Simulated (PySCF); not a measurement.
Computed IR spectrum (relative IR intensity) of a molecule C2H5O, multiplicity 2. The structure is a stationary point at PBE-D3(BJ)/def2-TZVP. The values are those of a single conformer. Calculation: PBE-D3(BJ)/def2-TZVP in PySCF. Frequencies are harmonic and unscaled.

```csv
ν (cm⁻¹),relative intensity
180,2.7
362,100
399,9.0
534,16
908,10
982,3.0
1033,23
1182,41
1232,86
1399,6.5
1412,15
2873,45
2976,14
3046,3.9
3068,35
3709,36
```

Pick the molecule that these values belong to.
(A) C[CH]O
(B) CC[O]
(C) [CH2]CO
(D) [CH2]OC

A, C[CH]O
